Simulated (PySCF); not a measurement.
Polarisability and C₆ of Ar (argon, neutral)

[Ar], closed-shell 1S. Computed with PySCF 2.14 in dyall-av3z, with no relativity, point nucleus. Coupled (time-dependent) response in atomic units; α is the mean over directions.

| method | mean α (bohr³) | C₆ (like pair) | S(−4) |
| --- | --- | --- | --- |
| UHF | 10.42 | 60.71 | 22.13 |
| PBE | 11.35 | 67.34 | 29.34 |
| PBE0 | 10.96 | 64.52 | 26.14 |
| TPSSh | 11.05 | 65.64 | 26.61 |
| HSE06 | 10.99 | 64.73 | 26.28 |

S(−4) is the Cauchy moment in α(ω) = α(0) + S(−4) ω² + …

Reference α: 11.083 ± 0.007 bohr³ (recommended; Schwerdtfeger and Nagle, table of static dipole polarizabilities (2023 update)). Published C₆: 64.20 (Chu and Dalgarno (2004); Tang, Norbeck and Certain (1976)).

α(iu) at TPSSh:

| u (hartree) | α(iu) (bohr³) |
| --- | --- |
| 0 | 11.05 |
| 0.0500 | 10.99 |
| 0.100 | 10.80 |
| 0.200 | 10.12 |
| 0.300 | 9.201 |
| 0.500 | 7.265 |
| 0.750 | 5.272 |
| 1.00 | 3.869 |
| 1.50 | 2.251 |
| 2.00 | 1.443 |
| 3.00 | 0.7292 |
| 5.00 | 0.2942 |

A single London oscillator, α(iu) = α/(1 + u²/ω²), gives C₆ = (3/4) ω α². Matching the computed C₆ needs ω = 4 × 65.64 / (3 × 11.05²) = 0.717 hartree.
